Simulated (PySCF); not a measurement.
# What a mistake does to a calculation on Al2CFH4

All numbers below are calculated, not measured. The program is PySCF 2.14.0, an open-source quantum chemistry code, run on an isolated molecule that a program drew, which may never have been made. The molecule is Al2CFH4 (charge 0, doublet), drawn as the SMILES string `[CH3][AlH][Al][F]`.

Each row is a Hartree-Fock (HF) and frozen-core CCSD(T) single point in the cc-pV(D+d)Z basis, meant for a local HF minimum. Run 1 is clean. Each other run has one planted mistake out of seven kinds, and not every kind appears here: one electron removed, one electron added, multiplicity raised by two, geometry at a saddle point, minimal basis STO-3G, one bond length entered in bohr, all coordinates scaled. The reference is restricted for singlets and unrestricted otherwise, and also for a bond in bohr. Adding or removing an electron swaps singlet and doublet. Electrons count all cores. HOMO and LUMO are orbital energies over both spins, the gradient is its largest component, and the lowest frequency (negative if imaginary) is given only where the gradient is small. Bond lengths are over the 7 bonds as drawn. T1 is the CCSD diagnostic: over 0.02 (restricted) or 0.045 (unrestricted) a single reference is doubtful.

Geometry of the clean run:
```xyz
8
Al2CFH4, angstrom
C     0.0785   -0.7445    1.3632
Al   -0.8000   -0.3304   -0.3525
Al   -3.2853   -1.1255   -0.9181
F    -4.5666   -0.0811   -0.6901
H    -0.6136   -1.0186    2.1642
H     0.6726    0.1105    1.7072
H     0.7808   -1.5778    1.2308
H     0.0936    0.2179   -1.5484
```

```
run,electrons,basis functions,<S^2>,HOMO (eV),LUMO (eV),gradient (hartree/bohr),lowest frequency (cm^-1),mean bond (Å),longest bond (Å),T1,HF (hartree),CCSD(T) (hartree),mistake
1,45,94,0.794,-7.38,0.74,4.6e-06,44,1.5983,2.670,0.0195,-623.52678,-624.01834,no fault
2,45,94,1.420,-7.59,0.45,8.8e-03,-,1.8005,3.005,0.0442,-623.43900,-623.92400,one bond length entered in bohr
3,45,94,3.756,-6.40,-1.48,2.4e-02,-,1.5983,2.670,0.0185,-623.41319,-623.88074,?
4,45,94,0.797,-7.18,0.95,5.4e-02,-,1.5040,2.512,0.0194,-623.50171,-623.98810,?
```

**Which mistake was planted in run 3, and what did it cost?**

Electrons, basis and geometry are unchanged, and <S^2> is 3.756, beside S(S+1) = 3.75 for a multiplicity of 4. So the mistake is: multiplicity raised by two. Subtracting run 1 and multiplying by 627.51 kcal/mol a hartree, the energy moved by 71.3 kcal/mol in HF and 86.3 kcal/mol in CCSD(T).

**Which mistake was planted in run 4, and what did it cost?**

The mean and the longest bond both change by the same factor, 0.941, and the gradient is no longer small. So the mistake is: all coordinates scaled. Subtracting run 1 and multiplying by 627.51 kcal/mol a hartree, the energy moved by 15.7 kcal/mol in HF and 19.0 kcal/mol in CCSD(T).

